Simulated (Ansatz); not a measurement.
Basis sets compared for BCl2(OH) (BCl2OH). Charge 0, multiplicity 1. Geometry PBE0-D4/def2-TZVP. Ansatz on 4 threads of Intel Xeon Platinum 8488C on a shared host; times are rough, and most runs start from earlier orbitals.

Cartesian coordinates in Å:
```
B 0.065 -0.245 0.182
Cl 0.134 -1.039 1.735
Cl 0.602 -1.098 -1.263
O -0.399 1.011 0.119
H -0.402 1.372 -0.773
```

B3LYP takes the VWN-RPA correlation.

Binding counts from free atoms (B doublet, Cl doublet, O triplet, H doublet) in the same basis, without a counterpoise term.

| level | functions | energy (Eh) | HOMO (eV) | LUMO (eV) | binding per atom (eV) | wall time |
| --- | --- | --- | --- | --- | --- | --- |
| HF/STO-3G | 29 | -1008.0965 | -11.00 | 6.61 | 3.22 | 0.1 s |
| HF/6-31G | 46 | -1019.1361 | -12.70 | 3.36 | 2.46 | 0.15 s |
| PBE-D4/def2-SVP | 69 | -1020.3621 | -7.34 | -0.91 | 4.21 | 0.25 s |
| B3LYP-D4/6-31G | 46 | -1021.1342 | -8.85 | -0.60 | 3.59 | 0.35 s |
| PBE0-D4/def2-SVP | 69 | -1020.4441 | -8.88 | 0.03 | 4.10 | 0.4 s |

(1) Estimate the rows for PBE-D4/def2-TZVP, B3LYP-D4/def2-TZVP, PBE0-D4/def2-TZVP.

Answers

(1) 
| level | functions | energy (Eh) | HOMO (eV) | LUMO (eV) | binding per atom (eV) | wall time |
| --- | --- | --- | --- | --- | --- | --- |
| PBE-D4/def2-TZVP | 142 | -1020.7966 | -7.63 | -1.36 | 4.14 | 0.55 s |
| B3LYP-D4/def2-TZVP | 142 | -1021.3252 | -8.79 | -0.57 | 3.97 | 0.65 s |
| PBE0-D4/def2-TZVP | 142 | -1020.8742 | -9.08 | -0.37 | 4.04 | 0.65 s |
